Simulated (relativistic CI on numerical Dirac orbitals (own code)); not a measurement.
# Hyperfine structure of As25+, mass number 75

Method of calculation: Dirac-Coulomb-Breit CI, KLI orbitals optimised for each configuration, model QED (radiative potential, 1s self-energy scaled to tabulated hydrogen-like ionisation energies), unscaled Slater integrals (own radial code, finite nucleus).

CI space (outside the closed core 1s2): 2s²2p⁴, 2s2p⁵, 2p⁶, 2p⁵3s, 2p⁵3p, 2p⁵3d, 2s²2p³3s, 2s²2p³3p, 2s²2p³3d, 2s2p⁴3s, 2s2p⁴3p, 2s2p⁴3d, 2s²2p³4s, 2s²2p³4p, 2s²2p³4d, 2s²2p³4f. Levels of other configurations are missing.

Nuclear spin I = 3/2, μ = 1.4383 μN, Q = 0.311 b (tables of Stone and Pyykkö). The electronic factors are computed for point nuclear moments, without core polarisation or the Bohr-Weisskopf and QED corrections.

| Level | E (Ry) | A (GHz) | B (GHz) |
| --- | --- | --- | --- |
| 2s²2p⁴ ³P2 | 0.000 | 55.31 | 16.1 |
| 2s²2p⁴ ³P1 | 2.562 | -5.82 | -17 |
| 2s²2p⁴ ¹D2 | 3.446 | 123.1 | -50.3 |
| 2s2p⁵ ³P°2 | 12.853 | 293.8 | -33.9 |
| 2s2p⁵ ³P°1 | 14.207 | 53.62 | 10.7 |
| 2s2p⁵ ¹P°1 | 18.019 | 423.3 | -27.7 |
| 2s²2p³3s ⁵S°2 | 107.924 | 91.06 | 15.9 |
| 2s²2p³3s ³S°1 | 108.386 | -12.35 | 11.7 |

Levels with J = 0, under 50 % of one LS term, or S terms without an open s electron are left out. Small factors come from cancelling terms and can be off by tens of per cent or more.

At this charge energies of transitions that change n are usually good to better than 1 %, and those within a shell (Δn = 0) to a few per cent.

**Question.** Give the hyperfine levels of 2s²2p⁴ ³P2 relative to its centre of gravity.

**Answer.** With K = F(F + 1) − I(I + 1) − J(J + 1), E = AK/2 + B[¾K(K + 1) − I(I + 1)J(J + 1)]/[2I(2I − 1)J(2J − 1)]: F = 1/2: -234.8, F = 3/2: -165.9, F = 5/2: -37.7, F = 7/2: 170 GHz.

LS names give the leading component of a level, which can be under half, so a name can repeat, a term be missing and a line seem to break the LS rules.
